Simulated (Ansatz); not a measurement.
Reaction (redistribution): `ClB(Cl)Br` + `NBO` → `NB(Cl)Br` + `OBCl`

Computed with Ansatz on PBE0-D4/def2-TZVP structures; ΔE is electronic, products minus reactants. CBS: MP2 limit from def2 TZ/QZ plus the TZ coupled-cluster correction, frozen cores. This one scheme is used for every species. Functionals use def2-TZVPP. B3LYP here is the variant with VWN-RPA as its local correlation; programs differ in this. For Br outer-core shells are correlated without core-valence functions, which leaves a few kJ/mol of doubt a bond. Scalar relativity is left out up to krypton. One conformer a species, not always the lowest.

Q: Is it downhill or uphill in electronic energy at CCSD(T)/CBS, and by how much? (An estimate is asked.)

A: Ansatz gave: Downhill: ΔE = -33.1 kJ/mol.

Q: What do these levels give: LDA (SPW92), B3LYP-D4, PBE-QIDH, PBE, CCSD(T)/def2-SVP, HF/def2-TZVPP? (An estimate is asked.)

A: Computed: LDA (SPW92) -29.0, B3LYP-D4 -32.4, PBE-QIDH -33.7, PBE -29.5, CCSD(T)/def2-SVP -34.0, HF/def2-TZVPP -41.7 kJ/mol.

Q: What do rigid-rotor, harmonic-oscillator terms from PBE0-D4/def2-TZVP frequencies (298.15 K, 1 bar) make of the CCSD(T)/CBS value? (Best estimate.)

A: Ansatz gave: ΔZPE = +1.4 kJ/mol, ΔH = -32.3 kJ/mol, ΔS = 4 J/(mol·K), ΔG = -33.7 kJ/mol.

Largest T1 diagnostic among the species: 0.012.

In def2-TZVPP, CCSD(T) changes the Hartree–Fock value by +7.9 kJ/mol (the triples alone add +1.3 kJ/mol) and MP2 by +9.7 kJ/mol. From PBE to PBE0 (25 % exact exchange), in def2-TZVPP and without D4, ΔE moves by −3.0 kJ/mol.
